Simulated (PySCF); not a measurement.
**Correlation energy of N⁺ (nitrogen, charge +1)**

[He] 2s1 2p3, high-spin 5S determinant (an excited configuration). Calculation: PySCF 2.14, in aug-cc-pVDZ (4s3p2d, 23 functions); the non-relativistic Hamiltonian (point nucleus). Frozen: 1s2; 4 electrons correlated.

```json
{"level": "CCSD", "correlation energy (mhartree)": "-22.72"}
{"level": "(T)", "correlation energy (mhartree)": "-0.10"}
{"level": "CCSD(T)", "correlation energy (mhartree)": "-22.82"}
{"level": "CCSDT", "correlation energy (mhartree)": "-22.85"}
{"level": "FCI", "correlation energy (mhartree)": "-22.84"}
```

Diagnostics: T1 = 0.0030, D1 = 0.0049, largest double amplitude 0.025, weight of the Hartree-Fock determinant in FCI 0.9929 (7315 determinants).

Cost of the coupled-cluster step: roughly 0.08 core-seconds, for 4 correlated electrons.
